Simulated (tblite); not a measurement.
Parent: `[CH3:1][SiH2:2]/[N:3]=[C:4](/[CH3:5])[C:6]#[N:7]` with C1–Si2–N3–C4 118°, C4H8N2Si.

The geometries are computed with GFN2-xTB (gas phase). One conformer each, not checked by frequencies here.

| coordinate of the parent | value |
| --- | --- |
| C1–Si2 | 1.896 Å |
| Si2–N3 | 1.722 Å |
| N3=C4 | 1.257 Å |
| C4–C5 | 1.497 Å |
| C4–C6 | 1.435 Å |
| C6≡N7 | 1.146 Å |
| C1–Si2–N3 | 104.3° |
| Si2–N3–C4 | 135.8° |
| N3–C4–C5 | 122.2° |
| N3–C4–C6 | 122.9° |
| C5–C4–C6 | 114.9° |
| C4–C6–N7 | 178.2° |

**Question.** How does the shared frame change in `[CH3:1]/[C:2]([C:3]#[N:4])=[N:5]/[SiH2:6][CH2:7][NH:8][CH:9]=[O:10]` with C2–N5–Si6–C7 -124°, N5–Si6–C7–N8 -168°, Si6–C7–N8–C9 -2°, C7–N8–C9–O10 0°, C5H9N3OSi? Atoms pair as C1 = C7, Si2 = Si6, N3 = N5, C4 = C2, C5 = C1, C6 = C3, N7 = N4 (parent first).

**Answer.** 
| parent | relative | value in the relative | change |
| --- | --- | --- | --- |
| C1–Si2 | C7–Si6 | 1.926 Å | +0.030 |
| Si2–N3 | Si6–N5 | 1.742 Å | +0.020 |
| N3=C4 | N5=C2 | 1.254 Å | -0.003 |
| C4–C5 | C2–C1 | 1.501 Å | +0.004 |
| C4–C6 | C2–C3 | 1.436 Å | +0.001 |
| C6≡N7 | C3≡N4 | 1.147 Å | +0.001 |
| C1–Si2–N3 | C7–Si6–N5 | 95.4° | -8.9 |
| Si2–N3–C4 | Si6–N5–C2 | 135.8° | 0.0 |
| N3–C4–C5 | N5–C2–C1 | 122.6° | +0.4 |
| N3–C4–C6 | N5–C2–C3 | 123.1° | +0.2 |
| C5–C4–C6 | C1–C2–C3 | 114.3° | -0.6 |
| C4–C6–N7 | C2–C3–N4 | 178.7° | +0.5 |

Of the parent's bonds, C1–Si2 changes most (+0.030 Å). Bonds of the relative outside the shared frame: C7–N8 1.441, N8–C9 1.323, C9=O10 1.216 Å. Point group C1 → C1.

**Question.** How does the shared frame change in `[CH3:1]/[C:2]([C:3]#[N:4])=[N:5]/[SiH2:6][CH2:7][CH2:8][C:9]#[N:10]` with C2–N5–Si6–C7 108°, N5–Si6–C7–C8 35°, Si6–C7–C8–C9 -71°, C6H9N3Si? Atoms pair as C1 = C7, Si2 = Si6, N3 = N5, C4 = C2, C5 = C1, C6 = C3, N7 = N4 (parent first).

**Answer.** 
```csv
parent,relative,value in the relative,change
C1–Si2,C7–Si6,1.912 Å,+0.016
Si2–N3,Si6–N5,1.712 Å,-0.010
N3=C4,N5=C2,1.261 Å,+0.004
C4–C5,C2–C1,1.491 Å,-0.006
C4–C6,C2–C3,1.432 Å,-0.003
C6≡N7,C3≡N4,1.146 Å,0.000
C1–Si2–N3,C7–Si6–N5,103.5°,-0.8
Si2–N3–C4,Si6–N5–C2,137.1°,+1.3
N3–C4–C5,N5–C2–C1,121.9°,-0.3
N3–C4–C6,N5–C2–C3,122.2°,-0.7
C5–C4–C6,C1–C2–C3,115.9°,+1.0
C4–C6–N7,C2–C3–N4,177.8°,-0.4
```

Of the parent's bonds, C1–Si2 changes most (+0.016 Å). Bonds of the relative outside the shared frame: C7–C8 1.533, C8–C9 1.438, C9≡N10 1.144 Å. Point group C1 → C1.

**Question.** How does the shared frame change in `[H]/[N:9]=[CH:8]\[CH2:7][SiH2:6]/[N:5]=[C:2](\[CH3:1])[C:3]#[N:4]` with C2–N5–Si6–C7 -119°, N5–Si6–C7–C8 -170°, Si6–C7–C8–N9 95°, C5H9N3Si? Atoms pair as C1 = C7, Si2 = Si6, N3 = N5, C4 = C2, C5 = C1, C6 = C3, N7 = N4 (parent first).

**Answer.** 
```json
{"parent": "C1–Si2", "relative": "C7–Si6", "value in the relative": "1.913 Å", "change": "+0.017"}
{"parent": "Si2–N3", "relative": "Si6–N5", "value in the relative": "1.712 Å", "change": "-0.010"}
{"parent": "N3=C4", "relative": "N5=C2", "value in the relative": "1.258 Å", "change": "+0.001"}
{"parent": "C4–C5", "relative": "C2–C1", "value in the relative": "1.498 Å", "change": "+0.001"}
{"parent": "C4–C6", "relative": "C2–C3", "value in the relative": "1.434 Å", "change": "-0.001"}
{"parent": "C6≡N7", "relative": "C3≡N4", "value in the relative": "1.145 Å", "change": "-0.001"}
{"parent": "C1–Si2–N3", "relative": "C7–Si6–N5", "value in the relative": "102.4°", "change": "-1.9"}
{"parent": "Si2–N3–C4", "relative": "Si6–N5–C2", "value in the relative": "137.7°", "change": "+1.9"}
{"parent": "N3–C4–C5", "relative": "N5–C2–C1", "value in the relative": "128.0°", "change": "+5.8"}
{"parent": "N3–C4–C6", "relative": "N5–C2–C3", "value in the relative": "117.9°", "change": "-5.0"}
{"parent": "C5–C4–C6", "relative": "C1–C2–C3", "value in the relative": "114.1°", "change": "-0.8"}
{"parent": "C4–C6–N7", "relative": "C2–C3–N4", "value in the relative": "179.4°", "change": "+1.2"}
```

Of the parent's bonds, C1–Si2 changes most (+0.017 Å). Bonds of the relative outside the shared frame: C7–C8 1.481, C8=N9 1.256 Å. Point group C1 → C1.

**Question.** How does the shared frame change in `[CH3:1]/[C:2]([C:3]#[N:4])=[N:5]/[SiH2:6][CH2:7][C:8](=[O:9])[OH:10]` with C2–N5–Si6–C7 127°, N5–Si6–C7–C8 166°, Si6–C7–C8–O9 -89°, C7–C8–O10–H -177°, C5H8N2O2Si? Atoms pair as C1 = C7, Si2 = Si6, N3 = N5, C4 = C2, C5 = C1, C6 = C3, N7 = N4 (parent first).

**Answer.** 
| parent | relative | value in the relative | change |
| --- | --- | --- | --- |
| C1–Si2 | C7–Si6 | 1.915 Å | +0.019 |
| Si2–N3 | Si6–N5 | 1.716 Å | -0.006 |
| N3=C4 | N5=C2 | 1.259 Å | +0.002 |
| C4–C5 | C2–C1 | 1.495 Å | -0.002 |
| C4–C6 | C2–C3 | 1.434 Å | -0.001 |
| C6≡N7 | C3≡N4 | 1.146 Å | 0.000 |
| C1–Si2–N3 | C7–Si6–N5 | 102.0° | -2.3 |
| Si2–N3–C4 | Si6–N5–C2 | 136.4° | +0.6 |
| N3–C4–C5 | N5–C2–C1 | 122.2° | 0.0 |
| N3–C4–C6 | N5–C2–C3 | 122.7° | -0.2 |
| C5–C4–C6 | C1–C2–C3 | 115.0° | +0.1 |
| C4–C6–N7 | C2–C3–N4 | 178.8° | +0.6 |

Of the parent's bonds, C1–Si2 changes most (+0.019 Å). Bonds of the relative outside the shared frame: C7–C8 1.477, C8=O9 1.204, C8–O10 1.348 Å. Point group C1 → C1.
